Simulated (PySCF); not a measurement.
3-methylphenylboronic acid, C7H9BO2.
Bonds: C1–C2, C2–C3 (aromatic), C3–C4 (aromatic), C4–C5 (aromatic), C5–C6 (aromatic), C6–B7, B7–O8, B7–O9, C6–C10 (aromatic), C2–C10 (aromatic). Hydrogens: H11, H12, H13 on C1; H14 on C3; H15 on C4; H16 on C5; H17 on O8; H18 on O9; H19 on C10.

Computed with PBE0-D3(BJ)/def2-SVP geometry optimisation, gas phase (PySCF 2.14.0).

(1) List the bond lengths, angles and torsions at this level.

Answers

(1) 
```csv
bond,length (pm),order
C1–C2,150.2,single
C2–C3,140.0,aromatic
C3–C4,139.4,aromatic
C4–C5,139.2,aromatic
C5–C6,140.2,aromatic
C6–B7,157.0,single
"B7–O8, B7–O9",136.3,single
C6–C10,140.2,aromatic
C2–C10,139.8,aromatic
"C1–H11, C1–H12, C1–H13",110.1,single
C3–H14,109.4,single
C4–H15,109.3,single
C5–H16,109.3,single
"O8–H17, O9–H18",96.2,single
C10–H19,109.7,single
```

Bonds in one row agree within 1 pm and their mean is given. Orders are formal, as drawn. A selection of angles:
```csv
angle,degrees
C1–C2–C3,121.0
C1–C2–C10,121.2
C3–C2–C10,117.8
C2–C3–C4,120.9
C3–C4–C5,120.2
C4–C5–C6,120.5
C5–C6–B7,119.9
C5–C6–C10,118.0
B7–C6–C10,122.1
C6–B7–O8,123.6
C6–B7–O9,118.5
O8–B7–O9,117.9
C2–C10–C6,122.6
H17–O8–B7,113.3
H18–O9–B7,111.3
```

Torsions: C5–C6–B7–O8 -173° (antiperiplanar); H17–O8–B7–C6 2° (synperiplanar); H18–O9–B7–C6 -179° (antiperiplanar). The mirror-image conformer, all signs reversed, is as good.

Of the pairs four or more bonds apart, H17···H19 is among the closest relative to their van der Waals radii: 2.07 Å, 86 % of the sum of Bondi's values. The 7 C–C bonds span 1.392 Å (C4–C5, aromatic) to 1.502 Å (C1–C2, drawn single), a spread of 0.110 Å. B7 (three-coordinate boron) is planar (angles 123.6°, 118.5° and 117.9°, sum 360.0°, 0.00 Å off the plane of its three neighbours). The 6-membered ring C2–C3–C4–C5–C6–C10 has internal angles of 117.8° to 122.6°; it is planar, 0.00 Å rms from its mean plane, widest ring torsion 0°.

Point group: C1 (no symmetry element, even within 0.4 Å). No frequency check. One conformer, not necessarily the lowest (C6–B7–O8–H 2°, C6–B7–O9–H -179°).
